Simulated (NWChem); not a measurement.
# C2H5S, doublet; SMILES CC[S]

Results from NWChem. Spin-unrestricted. In the optimisation the excess spin sits in a" (Cs, its own frame). All runs use the structure optimised with PBE0/def2-SVP, spin-unrestricted. No stability test was run on the SCF state. Level BLYP/def2-SVP: single points from the atomic guess with DIIS by default; each run changes one setting, and all converged runs end within 0.3 mHa of each other. NWChem's automatic level shift, which a small gap switches on, acted in some of these runs.

Question: Which setting needs the most SCF iterations, or fails (core-Hamiltonian guess; no level shifting; defaults; level shift of 0.5 Ha throughout; DIIS on 3 Fock matrices)?

Answer: core-Hamiltonian guess, with 20 against 11 for the defaults.
```csv
setting,SCF iterations
defaults,11
no level shifting,8
core-Hamiltonian guess,20
level shift of 0.5 Ha throughout,11
DIIS on 3 Fock matrices,11
```
